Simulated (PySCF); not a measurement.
C3H11NSi2, SMILES C1N([C@@H](C1)[SiH3])[SiH3].

Geometry: r2SCAN-D4/def2-SVP. The structure was generated by enumeration; whether it is a known compound was not checked.

Two levels are set side by side: PBE/def2-TZVP (PySCF) and ωB97X/def2-TZVP (PySCF). Same geometry, gas phase. Differences are taken from unrounded values.

```json
[
 {"quantity": "orbital gap (eV)", "PBE": "4.50"},
 {"quantity": "highest occupied level (eV)", "PBE": "-5.04"},
 {"quantity": "lowest empty level (eV)", "PBE": "-0.54"},
 {"quantity": "dipole moment (D)", "PBE": "1.45"}
]
```

Problem. These are the PBE values. What does ωB97X give? (An estimate is asked for; the answer gives what the named calculation found.)

Solution. 
```tsv
quantity	ωB97X	PBE minus ωB97X
orbital gap (eV)	10.88	-6.38
highest occupied level (eV)	-8.62	3.59
lowest empty level (eV)	2.25	-2.80
dipole moment (D)	1.47	-0.02
```

PBE's occupied levels lie high since its potential decays too fast outside the molecule; exact exchange lowers them and widens the gap. Differences between two approximate levels are no errors against the true value.

Rough cost on one machine, each run with all the roots and properties that it gave: ωB97X against PBE within a factor of 2.
